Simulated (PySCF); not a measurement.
AsF₃, charge -1, doublet, at a GFN2-xTB geometry (a state made from the parent by changing its charge; the spin is typed, not shown lowest), with bond 1-2 at 1.3 times its length; PySCF with CAMB3LYP/cc-pVDZ.

PySCF was given this input:
```python
from pyscf import gto, scf, dft

mol = gto.Mole()
mol.atom = '''
    F    -2.40230554   -1.06551569    0.08560213
    As    0.13359581   -0.30753965    0.03210749
    F     1.89596431    0.70904560   -0.05430292
    F    -0.56871808    1.30919791   -0.13668175
'''
mol.basis = 'cc-pvdz'
mol.charge = -1
mol.spin = 1
mol.verbose = 4
mol.build()

mf = dft.UKS(mol)
mf.xc = 'camb3lyp'
mf.DIIS = scf.ADIIS
mf.kernel()
mf.analyze()
```

The log (banner, timings and long lists left out):

```
PySCF version 2.14.0

[INPUT] verbose = 4
[INPUT] num. atoms = 4
[INPUT] num. electrons = 61
[INPUT] charge = -1
[INPUT] spin (= nelec alpha-beta = 2S) = 1
[INPUT] symmetry False subgroup None
[INPUT] Mole.unit = angstrom
[INPUT] Symbol           X                Y                Z      unit          X                Y                Z       unit  Magmom
[...]
nuclear repulsion = 265.652893592447
number of shells = 21
number of NR pGTOs = 155
number of NR cGTOs = 69
basis = cc-pvdz
ecp = {}

******** <class 'pyscf.dft.uks.UKS'> ********
method = UKS
initial guess = minao
damping factor = 0
level_shift factor = 0
DIIS = <class 'pyscf.scf.diis.ADIIS'>
diis_start_cycle = 1
diis_space = 8
diis_damp = 0
SCF conv_tol = 1e-09
SCF conv_tol_grad = None
SCF max_cycles = 50
direct_scf = True
direct_scf_tol = 1e-13
number electrons alpha = 31  beta = 30
XC library pyscf.dft.libxc version 7.1.2
    S. Lehtola, C. Steigemann, M. J. T. Oliveira, and M. A. L. Marques,  SoftwareX 7, 1–5 (2018)
XC functionals = camb3lyp
    T. Yanai, D. P. Tew, and N. C. Handy,  Chem. Phys. Lett. 393, 51 (2004)
radial grids:
    Treutler-Ahlrichs [JCP 102, 346 (1995); DOI:10.1063/1.469408] (M4) radial grids

becke partition: Becke, JCP 88, 2547 (1988); DOI:10.1063/1.454033
pruning grids: <function nwchem_prune>
grids dens level: 3
symmetrized grids: False
atomic radii adjust function: <function treutler_atomic_radii_adjust>
small_rho_cutoff = 0
Set gradient conv threshold to 3.16228e-05
tot grids = 63216
init E= -2534.27427275967

cycle= 1 E= -2535.16340245758  delta_E= -0.889  |g|= 0.874  |ddm|= 1.12
cycle= 2 E= -2532.94856963374  delta_E= 2.21  |g|= 2.33  |ddm|= 1.88
cycle= 3 E= -2535.25413334827  delta_E= -2.31  |g|= 0.759  |ddm|= 1.45
cycle= 4 E= -2535.3925582464  delta_E= -0.138  |g|= 0.394  |ddm|= 0.555
cycle= 5 E= -2535.38102247997  delta_E= 0.0115  |g|= 0.448  |ddm|= 0.492
cycle= 6 E= -2535.44345706274  delta_E= -0.0624  |g|= 0.102  |ddm|= 0.261
cycle= 7 E= -2535.44018203261  delta_E= 0.00328  |g|= 0.144  |ddm|= 0.127
cycle= 8 E= -2535.44680023504  delta_E= -0.00662  |g|= 0.0204  |ddm|= 0.0648
cycle= 9 E= -2535.44667548966  delta_E= 0.000125  |g|= 0.0287  |ddm|= 0.0261
cycle= 10 E= -2535.44694556025  delta_E= -0.00027  |g|= 0.00342  |ddm|= 0.0134
cycle= 11 E= -2535.44694602946  delta_E= -4.69e-07  |g|= 0.00477  |ddm|= 0.00534
cycle= 12 E= -2535.44695377312  delta_E= -7.74e-06  |g|= 0.00131  |ddm|= 0.00329
cycle= 13 E= -2535.44695436405  delta_E= -5.91e-07  |g|= 0.00183  |ddm|= 0.0024
cycle= 14 E= -2535.44695520456  delta_E= -8.41e-07  |g|= 0.00135  |ddm|= 0.00184
cycle= 15 E= -2535.44695586623  delta_E= -6.62e-07  |g|= 0.000743  |ddm|= 0.00132
cycle= 16 E= -2535.44695593102  delta_E= -6.48e-08  |g|= 0.000871  |ddm|= 0.00102
cycle= 17 E= -2535.44695619959  delta_E= -2.69e-07  |g|= 0.000296  |ddm|= 0.000664
cycle= 18 E= -2535.44695621784  delta_E= -1.82e-08  |g|= 0.000406  |ddm|= 0.000496
cycle= 19 E= -2535.44695626986  delta_E= -5.2e-08  |g|= 0.000231  |ddm|= 0.000368
cycle= 20 E= -2535.44695628641  delta_E= -1.65e-08  |g|= 0.000205  |ddm|= 0.000285
cycle= 21 E= -2535.44695629773  delta_E= -1.13e-08  |g|= 0.000164  |ddm|= 0.000224
cycle= 22 E= -2535.44695630662  delta_E= -8.89e-09  |g|= 0.000103  |ddm|= 0.000162
cycle= 23 E= -2535.44695631165  delta_E= -5.03e-09  |g|= 4.14e-05  |ddm|= 9.65e-05
cycle= 24 E= -2535.44695631342  delta_E= -1.77e-09  |g|= 1.81e-05  |ddm|= 5.69e-05
cycle= 25 E= -2535.44695631415  delta_E= -7.33e-10  |g|= 1.65e-05  |ddm|= 3.62e-05
Extra cycle  E= -2535.44695631474  delta_E= -5.84e-10  |g|= 1.91e-05  |ddm|= 4.23e-05
converged SCF energy = -2535.44695631474  <S^2> = 0.75347636  2S+1 = 2.0034733
**** SCF Summaries ****
Total Energy =                       -2535.446956314737236
Nuclear Repulsion Energy =             265.652893592447469
One-electron Energy =                -4075.594749860508273
Two-electron Energy =                 1274.494899953323738
Two-electron Coulomb Energy =         1389.287232857648405
DFT Exchange-Correlation Energy =     -114.792332904324695
**** MO energy ****
                             alpha | beta                alpha | beta
[...]
To work with the spin densities directly, `use mulliken_meta_spin()` only printing them here.

 ** Mulliken spin pop alpha/beta on meta-lowdin orthogonal AOs **
 ** Mulliken Spin Density (per AO)  **
spin_pop of  0 F 1s       -0.00000
spin_pop of  0 F 2s        0.00013
spin_pop of  0 F 3s        0.00002
spin_pop of  0 F 2px      -0.01317
spin_pop of  0 F 2py      -0.00128
spin_pop of  0 F 2pz       0.03136
spin_pop of  0 F 3px       0.00007
spin_pop of  0 F 3py      -0.00002
spin_pop of  0 F 3pz      -0.00012
spin_pop of  0 F 3dxy     -0.00000
spin_pop of  0 F 3dyz     -0.00000
spin_pop of  0 F 3dz^2    -0.00000
spin_pop of  0 F 3dxz     -0.00000
spin_pop of  0 F 3dx2-y2   -0.00000
spin_pop of  1 As 1s        0.00000
spin_pop of  1 As 2s        0.00000
spin_pop of  1 As 3s        0.00002
spin_pop of  1 As 4s        0.00935
spin_pop of  1 As 5s       -0.00013
spin_pop of  1 As 2px       0.00000
spin_pop of  1 As 2py       0.00000
spin_pop of  1 As 2pz       0.00000
spin_pop of  1 As 3px      -0.00000
spin_pop of  1 As 3py      -0.00000
spin_pop of  1 As 3pz       0.00006
spin_pop of  1 As 4px       0.01705
spin_pop of  1 As 4py      -0.00128
spin_pop of  1 As 4pz       0.84230
spin_pop of  1 As 5px       0.00016
spin_pop of  1 As 5py       0.00032
spin_pop of  1 As 5pz       0.00236
spin_pop of  1 As 3dxy     -0.00000
spin_pop of  1 As 3dyz     -0.00004
spin_pop of  1 As 3dz^2    -0.00005
spin_pop of  1 As 3dxz     -0.00004
spin_pop of  1 As 3dx2-y2   -0.00000
spin_pop of  1 As 4dxy      0.00011
spin_pop of  1 As 4dyz      0.00050
spin_pop of  1 As 4dz^2     0.00272
spin_pop of  1 As 4dxz     -0.00046
spin_pop of  1 As 4dx2-y2    0.00009
spin_pop of  2 F 1s       -0.00000
spin_pop of  2 F 2s        0.00096
spin_pop of  2 F 3s        0.00013
spin_pop of  2 F 2px      -0.00271
spin_pop of  2 F 2py      -0.00170
spin_pop of  2 F 2pz       0.04895
spin_pop of  2 F 3px       0.00003
spin_pop of  2 F 3py      -0.00001
spin_pop of  2 F 3pz       0.00006
spin_pop of  2 F 3dxy      0.00000
spin_pop of  2 F 3dyz     -0.00000
spin_pop of  2 F 3dz^2    -0.00000
spin_pop of  2 F 3dxz     -0.00001
spin_pop of  2 F 3dx2-y2   -0.00000
spin_pop of  3 F 1s       -0.00000
spin_pop of  3 F 2s        0.00143
spin_pop of  3 F 3s        0.00005
spin_pop of  3 F 2px      -0.00046
spin_pop of  3 F 2py      -0.00164
spin_pop of  3 F 2pz       0.06441
spin_pop of  3 F 3px      -0.00001
spin_pop of  3 F 3py       0.00003
spin_pop of  3 F 3pz       0.00050
spin_pop of  3 F 3dxy     -0.00000
spin_pop of  3 F 3dyz     -0.00002
spin_pop of  3 F 3dz^2    -0.00000
spin_pop of  3 F 3dxz     -0.00000
spin_pop of  3 F 3dx2-y2   -0.00000
 ** Mulliken Spin Density (per atom)  **
spin density of  0 F =      0.01699
spin density of  1 As =      0.87303
spin density of  2 F =      0.04571
spin density of  3 F =      0.06427
 ** Mulliken pop alpha/beta on meta-lowdin orthogonal AOs **
 ** Mulliken pop       alpha | beta **
In total            31.00000 | 30.00000
 ** Mulliken atomic charges   ( Nelec_alpha | Nelec_beta ) **
charge of  0F =     -0.70381  (     4.86040      4.84341 )
charge of  1As =      0.71560  (    16.57872     15.70569 )
charge of  2F =     -0.56752  (     4.80662      4.76090 )
charge of  3F =     -0.44427  (     4.75427      4.69000 )

WARN: System has nonzero charge -1; the dipole moment is origin-dependent.
Location of origin: [0. 0. 0.]

Dipole moment(X, Y, Z, Debye):  4.42876, -0.20161,  0.05989
```
